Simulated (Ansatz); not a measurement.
`O[SiH2]N[SiH2][SiH3]` and `O[SiH2][NH][GeH2][OH]` differ in one atom or group.

Ansatz, PBE0-D4/def2-TZVP geometries, multiplicity 1. Each molecule was computed in one conformer, which needn't be the lowest.

Scalar relativity is left out up to krypton.

```csv
property,`O[SiH2]N[SiH2][SiH3]`
LUMO energy (ωB97M-V/def2-TZVPP) / eV,1.38
LUMO energy (PBE/def2-TZVPP) / eV,-1.12
HOMO–LUMO gap (B3LYP/def2-TZVPP) / eV,7.13
HOMO energy (ωB97M-V/def2-TZVPP) / eV,-10.11
HOMO energy (PBE/def2-TZVPP) / eV,-6.46
LUMO energy (B3LYP/def2-TZVPP) / eV,-0.45
```

Give the same properties after the change, and the shifts. (Estimate.)

Ansatz gave: 
```tsv
property	`O[SiH2][NH][GeH2][OH]`	shift
LUMO energy (ωB97M-V/def2-TZVPP) / eV	1.79	0.41
LUMO energy (PBE/def2-TZVPP) / eV	-0.70	0.42
HOMO–LUMO gap (B3LYP/def2-TZVPP) / eV	7.26	0.13
HOMO energy (ωB97M-V/def2-TZVPP) / eV	-9.93	0.18
HOMO energy (PBE/def2-TZVPP) / eV	-6.25	0.21
LUMO energy (B3LYP/def2-TZVPP) / eV	-0.14	0.31
```

With PBE0 the HOMO rises by 0.19 eV and the LUMO rises by 0.46 eV, so the gap widens by about 0.27 eV. PBE moves the HOMO by 0.21 eV and ωB97M-V by 0.18 eV.

B3LYP here is the variant with VWN-RPA as its local correlation; programs differ in this.
